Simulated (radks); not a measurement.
Task: Valence configurations of the terbium ion Tb2+ (all share [Xe]). Calculated with a radial shooting solver on a logarithmic mesh with Libxc functionals: Dirac Kohn-Sham, LDA (Slater exchange, Perdew-Wang correlation), spin-unpolarised, spherical densities, point nucleus; open shells fill j = l - 1/2 first. Order these by energy: 4f8 5d1; 4f7 6p2; 4f8.5 6s0.5; 4f9; 4f6.5 5d2 6s0.5; 4f8.5 6p0.5; 4f8 6p1; 4f7 5d2; 4f5.5 5d2 6s1.5; 4f8.5 5d0.5.

Result: From the lowest, in eV above it: 4f9 0.000; 4f8.5 6s0.5 1.813; 4f8.5 5d0.5 1.835; 4f8.5 6p0.5 3.840; 4f8 5d1 4.745; 4f8 6p1 9.493; 4f7 5d2 14.270; 4f6.5 5d2 6s0.5 21.904; 4f7 6p2 27.278; 4f5.5 5d2 6s1.5 44.331. NIST lists [Xe] 4f9 as the ground configuration; this level of theory agrees among the configurations tried. The energies are those of spherical spin-averaged densities, not of single terms.
